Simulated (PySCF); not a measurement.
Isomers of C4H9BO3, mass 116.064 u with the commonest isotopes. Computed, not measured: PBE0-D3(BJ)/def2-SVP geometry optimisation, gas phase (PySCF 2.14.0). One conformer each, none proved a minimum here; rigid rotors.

Question: Order these by dipole moment, smallest first.
A. `[CH3:1][O:2][C@@H:3]1[CH2:4][O:5][B:6]([CH3:7])[O:8]1` with C1–O2–C3–C4 -178°
B. `[CH3:1][CH2:2][O:3][B:4]1[O:5][CH2:6][CH2:7][O:8]1` with C1–C2–O3–B4 -85°, C2–O3–B4–O5 -2°, O3–B4–O5–C6 -175°, B4–O5–C6–C7 -11°, O5–C6–C7–O8 13°, C6–C7–O8–B4 -10°
C. `[CH3:1][O:2][C@H:3]1[CH2:4][CH2:5][O:6][BH:7][O:8]1` with C1–O2–C3–C4 176°, O2–C3–C4–C5 67°, C3–C4–C5–O6 53°, C4–C5–O6–B7 -27°, C5–O6–B7–O8 1°
D. `[CH3:1][O:2][B:3]([OH:4])[O:5][CH:6]1[CH2:7][CH2:8]1` with C1–O2–B3–O4 -1°, O2–B3–O4–H 179°, O2–B3–O5–C6 0°, B3–O5–C6–C7 -37°
E. `[CH3:1][O:2][B:3]1[O:4][CH2:5][CH2:6][CH2:7][O:8]1` with C1–O2–B3–O4 -178°, O2–B3–O4–C5 179°, B3–O4–C5–C6 -26°, O4–C5–C6–C7 52°, C5–C6–C7–O8 -53°

Answer: D (0.11 D), A (1.65 D), B (2.19 D), C (2.47 D), E (2.76 D).

Question: Order these by radius of gyration √(Σ m r²/M), largest first.
A. `[CH3:1][CH2:2][O:3][B:4]1[O:5][CH2:6][CH2:7][O:8]1` with C1–C2–O3–B4 -85°, C2–O3–B4–O5 -2°, O3–B4–O5–C6 -175°, B4–O5–C6–C7 -11°, O5–C6–C7–O8 13°, C6–C7–O8–B4 -10°
B. `[CH3:1][O:2][B:3]([OH:4])[O:5][CH:6]1[CH2:7][CH2:8]1` with C1–O2–B3–O4 -1°, O2–B3–O4–H 179°, O2–B3–O5–C6 0°, B3–O5–C6–C7 -37°
C. `[CH3:1][O:2][C@@H:3]1[CH2:4][O:5][B:6]([CH3:7])[O:8]1` with C1–O2–C3–C4 -178°
D. `[CH3:1][O:2][C@H:3]1[CH2:4][CH2:5][O:6][BH:7][O:8]1` with C1–O2–C3–C4 176°, O2–C3–C4–C5 67°, C3–C4–C5–O6 53°, C4–C5–O6–B7 -27°, C5–O6–B7–O8 1°
E. `[CH3:1][O:2][B:3]1[O:4][CH2:5][CH2:6][CH2:7][O:8]1` with C1–O2–B3–O4 -178°, O2–B3–O4–C5 179°, B3–O4–C5–C6 -26°, O4–C5–C6–C7 52°, C5–C6–C7–O8 -53°

Answer: A (2.019 Å), B (1.998 Å), C (1.964 Å), E (1.942 Å), D (1.817 Å).

Question: Order these by rotational constant A, smallest first.
A. `[CH3:1][CH2:2][O:3][B:4]1[O:5][CH2:6][CH2:7][O:8]1` with C1–C2–O3–B4 -85°, C2–O3–B4–O5 -2°, O3–B4–O5–C6 -175°, B4–O5–C6–C7 -11°, O5–C6–C7–O8 13°, C6–C7–O8–B4 -10°
B. `[CH3:1][O:2][B:3]1[O:4][CH2:5][CH2:6][CH2:7][O:8]1` with C1–O2–B3–O4 -178°, O2–B3–O4–C5 179°, B3–O4–C5–C6 -26°, O4–C5–C6–C7 52°, C5–C6–C7–O8 -53°
C. `[CH3:1][O:2][B:3]([OH:4])[O:5][CH:6]1[CH2:7][CH2:8]1` with C1–O2–B3–O4 -1°, O2–B3–O4–H 179°, O2–B3–O5–C6 0°, B3–O5–C6–C7 -37°
D. `[CH3:1][O:2][C@H:3]1[CH2:4][CH2:5][O:6][BH:7][O:8]1` with C1–O2–C3–C4 176°, O2–C3–C4–C5 67°, C3–C4–C5–O6 53°, C4–C5–O6–B7 -27°, C5–O6–B7–O8 1°
E. `[CH3:1][O:2][C@@H:3]1[CH2:4][O:5][B:6]([CH3:7])[O:8]1` with C1–O2–C3–C4 -178°

Answer: C (3459 MHz), D (3686 MHz), E (3911 MHz), B (4377 MHz), A (4902 MHz).

```tsv
SMILES	point group	Ia (u·Å²)	Ib (u·Å²)	Ic (u·Å²)	κ	μa (D)	μb (D)	μc (D)
CO[C@H]1CCOBO1	C1	137.12	288.16	341.21	-0.75	1.38	1.92	0.72
CO[C@@H]1COB(C)O1	C1	129.21	338.94	427.32	-0.77	1.38	0.01	0.89
CCOB1OCCO1	C1	103.09	394.23	448.47	-0.92	0.97	1.96	0.03
COB(O)OC1CC1	near Cs	146.12	339.14	441.83	-0.70	0.08	0.06	0.05
COB1OCCCO1	C1	115.45	333.05	426.96	-0.79	2.05	1.85	0.03
```
